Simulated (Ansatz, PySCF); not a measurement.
Species: C4H2BrSe (charge 0, doublet). SMILES: Brc1[c][se]cc1
Geometry from a B3LYP-D3(BJ)/def2-TZVP (Ansatz, an electronic-structure program) optimisation:
```
C
C 1 1.3553
H 2 1.0780 1 127.57
H 1 1.0811 2 123.58 3 0.00
C 1 1.4386 4 121.88 2 -180.00
C 5 1.3401 1 113.40 4 180.00
Se 6 1.8565 5 114.62 1 0.00
Br 5 1.8961 6 124.08 7 -180.00
```
Charge 0, spin multiplicity 2.

Wanted: size of the dipole moment, in D. Set-up: non-relativistic; LANL2DZ with its own core potentials from Na on; spin-orbit terms left out; six Cartesian d functions in 6-31G* and its kin unless marked 5d; UHF or UKS for open shells; dispersion terms only where a functional's name holds one. First-principles rows: single points at B3LYP-D3(BJ) geometries (Ansatz).

```
level                                    program  size of the dipole moment (D)
---------------------------------------  -------  -----------------------------
PBE/STO-3G                                Ansatz                           1.36
PBE/LANL2DZ                               Ansatz                           2.17
PBE/6-31G*                                Ansatz                           2.07
PBE/def2-SVP                              Ansatz                           1.91
PBE/6-31G* with LANL2DZ past Ar           Ansatz                           2.06
BLYP/6-31G* with LANL2DZ past Ar          Ansatz                           2.02
BP86/def2-SVP                              PySCF                           1.93
BP86/6-31G* with LANL2DZ past Ar (5d)      PySCF                           2.08
B3LYP/LANL2DZ                             Ansatz                           2.18
B3LYP/6-31G*                              Ansatz                           2.08
B3LYP/def2-SVP                            Ansatz                           1.93
B3LYP/6-31G* with LANL2DZ past Ar         Ansatz                           2.08
M06-2X/6-31G* with LANL2DZ past Ar (5d)    PySCF                           2.13
```

No value to compare with is used here. The 13 habitual levels span 1.36 (PBE/STO-3G) to 2.18 D (B3LYP/LANL2DZ).

The levels are drawn from those run, B3LYP/6-31G* more often than the rest, none by its result; left out are runs that failed, that the program found above a lower state of the same kind, or whose <S^2> lies over 0.5 above the pure value.
